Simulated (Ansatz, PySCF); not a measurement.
Stretching the Se2–H6 bond in H4SeSi (SMILES [SiH3][SeH]) (multiplicity 1 held, fragments rigid). Energies count from the point at 1.472 Å.
Geometry at that point (charge 0, multiplicity 1):
```xyz
6

Si    -1.41090    -0.55973     0.05077
Se     0.70615     0.32303    -0.02769
H     -1.63371    -1.31771     1.30126
H     -2.30799     0.61378     0.00171
H     -1.66953    -1.44568    -1.10514
H      1.35469    -0.99720     0.03287
```

R- and RO- levels are restricted; in cc, def2 and unpolarised 6-31G sets they are followed outwards from rest. U- levels take the lowest unrestricted solution at each point, which mixes spins at long bonds. Curves can end on different states.

Rows in LANL2DZ carry no dispersion term and start afresh at each structure. LANL2DZ brings its own core potentials from Na on.

Programs: Ansatz (Gaussian basis) for Hartree–Fock, density functionals and correlated methods; PySCF for LANL2DZ rows. Each number belongs to the level named beside it.

Problem. One of these levels gives 158.12 kcal/mol for the energy at R = 4.711 Å. Which?
A) U-r2SCAN/def2-TZVPP
B) R-r2SCAN/def2-TZVPP
C) U-HF/LANL2DZ
D) R-wB97X-V/def2-TZVPP

Solution. D, R-wB97X-V/def2-TZVPP. The others give 50.74 (U-HF/LANL2DZ), 122.46 (R-r2SCAN/def2-TZVPP), 82.46 (U-r2SCAN/def2-TZVPP)

Doubts at one or more of the structures used: a spin-contaminated determinant (U-HF/LANL2DZ, U-r2SCAN/def2-TZVPP); a restricted determinant that unrestricted orbitals would lower (R-r2SCAN/def2-TZVPP, R-wB97X-V/def2-TZVPP).

Ansatz is a first-principles code.
